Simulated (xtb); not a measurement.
C2H7NOSi2, SMILES [SiH3]C1=NC[SiH2]O1. All values are semi-empirical tight-binding results from xtb (GFN2-xTB unless named), good for trends rather than for accurate numbers. The structure is a stationary point at GFN2-xTB. This is a generated structure with no PubChem entry under its InChIKey; it may be hypothetical. The values are those of a single conformer.

The point group as xtb finds it comes out as Cs, the orbital gap is 3.52 eV and the dipole moment comes out as 1.23 D. The zero-point energy comes out as 51.4 kcal/mol and the G − E(el) at 298.15 K (modified RRHO) comes out as 31.0 kcal/mol. The static polarisability (D4 model) is 89.1 bohr³, the solvation energy, GFN2-xTB/ALPB(water) is -0.6 kcal/mol and the solvation energy, GFN2-xTB/ALPB(hexane) is -3.2 kcal/mol.
